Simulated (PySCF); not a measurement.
## Radial density of Xe (xenon, neutral)

UHF, [Kr] 4d10 5s1 5p6 6p1, high-spin 3P determinant (an excited configuration). Calculation: PySCF 2.14, in x2c-QZVPPall with one added diffuse shell each of s, p, d, f type (14s10p8d5f1g, 128 functions); scalar relativity by spin-free X2C-1e.

```tsv
r (bohr)	4πr²ρ (e/bohr)	4πr²(ρα − ρβ)
0.0283	63.84	0.0063
0.0476	67.09	0.0228
0.0801	91.25	0.0435
0.135	68.02	-0.0111
0.227	76.90	0.0992
0.381	37.69	0.0133
0.641	29.67	0.1692
1.08	13.19	0.2367
1.81	4.927	0.8863
3.05	1.374	0.0088
5.13	0.1906	0.1386
8.63	0.1278	0.1277
14.5	0.0003468	0.0003
```

Densities and radii are taken from the X2C orbitals without a picture-change correction, which distorts them close to the nucleus.

The outer electron is Rydberg-like, and this basis confines it to a smaller radius and binds it less than a complete one would.

Where is the radial spin density 4πr²(ρα − ρβ) most negative, and why is it negative at all?

Around r = 0.135 bohr, down to -0.0111 e/bohr: exchange with the open shell polarises the paired shells in an unrestricted calculation.
